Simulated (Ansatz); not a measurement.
Ansatz (an electronic-structure program) input:
A basis named .json is the Basis Set Exchange file of that set.

Ansatz 0.2 input:
```yaml
crystal:
  periodic: [false, false, false]
  atoms:
    - {symbol: Si, position_ang: [-0.16829155, 0.86656778, 0.27553304]}
    - {symbol: O, position_ang: [-1.26235691, -0.01557634, -0.60559013]}
    - {symbol: C, position_ang: [-1.86271309, -1.16413901, -0.20438227]}
    - {symbol: O, position_ang: [1.17706710, 0.01073918, 0.63014747]}
    - {symbol: C, position_ang: [2.05853026, -0.54464259, -0.33815317]}
    - {symbol: H, position_ang: [-0.74439104, 1.23645930, 1.58114216]}
    - {symbol: H, position_ang: [0.12927990, 2.01727046, -0.59854634]}
    - {symbol: H, position_ang: [-2.63116598, -1.54198049, -0.86083170]}
    - {symbol: H, position_ang: [-1.78343540, -1.47090439, 0.83083538]}
    - {symbol: H, position_ang: [1.59148814, -1.39200720, -0.84543506]}
    - {symbol: H, position_ang: [2.34908035, 0.20002766, -1.08552892]}
    - {symbol: H, position_ang: [2.95264134, -0.88942723, 0.17965596]}
basis:
  gaussian:
    orbitals: aug-cc-pV_D+d_Z.json
magnetization: {spin_polarized: true, initial_magnetization: 1}
correlation: {method: ccsd_t, electrons: outside_noble_gas}
output: {forces: true}
```

### Question
What final total energy does it print?

### Answer
-519.37043 Eh (CCSD(T)/aug-cc-pV(D+d)Z). The basis has 187 functions.

It need not be the lowest isomer of its formula.
